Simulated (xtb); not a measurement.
Harmonic IR lines of one isomer of C$_{3}$H$_{6}$Si, unscaled. Calculation: GFN2-xTB (xtb).

| wavenumber (cm⁻¹) | relative intensity |
|---|---|
| 147 | 22 |
| 156 | 24 |
| 438 | 37 |
| 659 | 13 |
| 689 | 44 |
| 736 | 27 |
| 827 | 58 |
| 842 | 13 |
| 1045 | 8.6 |
| 1191 | 100 |
| 1403 | 5.7 |
| 3027 | 65 |
| 3048 | 63 |
| 3056 | 20 |
| 3086 | 24 |

Task: Identify which structure gives these lines.
A) `C=C[SiH]=C`
B) `C=CC=[SiH2]`
C) `C=[Si]1CC1`
D) `[SiH2]=C1CC1`

Result: C, `C=[Si]1CC1`
